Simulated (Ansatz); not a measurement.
Frontier orbitals of CH$_{6}$BPSi (`C[SiH]1BP1`).

Z-matrix (Å, degrees):
```
C
Si 1 1.867
H 1 1.092 2 110.8
H 1 1.093 2 109.9 3 119.4
H 1 1.091 2 110.8 3 -120.8
B 2 1.940 1 122.7 3 133.4
P 2 2.280 1 127.9 3 69.8
H 2 1.483 1 112.4 3 -56.9
H 6 1.187 2 142.0 1 33.7
H 7 1.420 2 122.8 1 22.3
```

The species carries charge 0 and has multiplicity 1. The geometry is a stationary point of PBE0-D4/def2-TZVP. Basis def2-TZVPP, the Gaussian-basis code of Ansatz.

```tsv
functional	HOMO (eV)	LUMO (eV)	gap (eV)
LDA (SPW92)	-5.82	-3.09	2.73
PBE	-5.70	-2.91	2.79
revPBE	-5.66	-2.83	2.83
r2SCAN	-5.89	-2.72	3.17
PBE0	-6.70	-2.03	4.67
r2SCANh	-6.26	-2.40	3.86
CAM-B3LYP	-7.90	-0.87	7.03
LC-ωPBE	-9.19	0.16	9.35
ωB97M-V	-8.71	-0.05	8.66
```

A quarter of exact exchange (PBE0) shifts PBE's HOMO by −1.00 eV and its LUMO by +0.87 eV; full exchange at long range (ωB97M-V) shifts them by −3.00 and +2.85 eV. The gap opens from 2.80 to 8.65 eV, since occupied levels lose self-interaction and empty ones feel all the electrons.

LC-ωPBE has ω = 0.4 bohr⁻¹.
